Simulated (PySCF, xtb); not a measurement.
sulfuric acid (H₂O₄S), SMILES O=S(=O)(O)O. One conformer was computed; it need not be the lowest.

Harmonic wavenumbers (cm⁻¹) from GFN2-xTB run with xtb at its own minimum, in rising order: 239, 251, 339, 387, 409, 484, 492, 743, 756, 861, 889, 1150, 1345, 3629, 3642.

Question: What does PBE-D3(BJ)/def2-SVP run with PySCF give at its own minimum? (Estimate from the structure and the level; the computed values follow.)

Answer: 229, 306, 336, 404, 445, 486, 493, 749, 812, 1089, 1103, 1154, 1405, 3644, 3648. Paired by order, the mean absolute difference is 48 cm⁻¹ and the zero-point energies are 22.3 and 23.3 kcal/mol.
